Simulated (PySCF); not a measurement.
## Spinor energies of Ta⁵⁶⁺ (tantalum, charge +56)

Start: [Ne] 3s2 3p5; 3p1/2 filled at m_j = -1/2, +1/2; 3p3/2 filled at m_j = -1/2, +1/2, +3/2. Calculated with PySCF 2.14 in an uncontracted even-tempered set (18 s from 16 bohr⁻², ratio 2.4; 14 p from 21 bohr⁻², ratio 2.4; 4 d from 77 bohr⁻², ratio 2.6; 4 f from 120 bohr⁻², ratio 2.6): generalised Hartree-Fock with the X2C-1e Hamiltonian and a Gaussian nucleus; one run each with spin-orbit coupling (SO) switched off, then screened by Boettger's factors.

```json
{"spinor shell": "1s1/2", "electrons": "2", "ε, spin-free (eV)": "-71941.7", "ε, screened SO (eV)": "-71919.6", "weight of nominal j (screened SO)": "1.000", "rms radius, screened SO (bohr)": "0.0211"}
{"spinor shell": "2s1/2", "electrons": "2", "ε, spin-free (eV)": "-15801.1", "ε, screened SO (eV)": "-15793.3", "weight of nominal j (screened SO)": "1.000", "rms radius, screened SO (bohr)": "0.0843"}
{"spinor shell": "2p1/2", "electrons": "2", "ε, spin-free (eV)": "-14365.1", "ε, screened SO (eV)": "-15289.2", "weight of nominal j (screened SO)": "1.000", "rms radius, screened SO (bohr)": "0.0716"}
{"spinor shell": "3s1/2", "electrons": "2", "ε, spin-free (eV)": "-6197.0", "ε, screened SO (eV)": "-6194.3", "weight of nominal j (screened SO)": "1.000", "rms radius, screened SO (bohr)": "0.204"}
{"spinor shell": "3p1/2", "electrons": "2", "ε, spin-free (eV)": "-5761.7", "ε, screened SO (eV)": "-5996.0", "weight of nominal j (screened SO)": "1.000", "rms radius, screened SO (bohr)": "0.193"}
{"spinor shell": "3p3/2", "electrons": "3", "ε, spin-free (eV)": "-5761.7", "ε, screened SO (eV)": "-5663.4", "weight of nominal j (screened SO)": "1.000", "rms radius, screened SO (bohr)": "0.205"}
```

**Question.** Where does 2p3/2 lie, and what is the 2p spin-orbit splitting (screened SO)?

**Answer.** At -13985.4 eV, 1303.8 eV above 2p1/2.

```csv
quantity,spin-free,screened SO
E (hartree),-12332.60058,-12353.04397
M_J,3/2,3/2
⟨J²⟩,3.750,3.750
⟨L²⟩,2.000,2.043
⟨S²⟩,0.750,0.793
```

Each row is a mean over spinors that exchange with the open shell spreads, by up to 27.743 eV (3s1/2).

Breit and QED terms are absent; they matter most for the inner s and p1/2 levels.

Densities and radii are taken from the X2C orbitals without a picture-change correction, which distorts them close to the nucleus.

Without spin-orbit coupling the j labels of p, d and f shells carry no meaning; the spin-free column gives the mean over the occupied spinors of each nl shell.
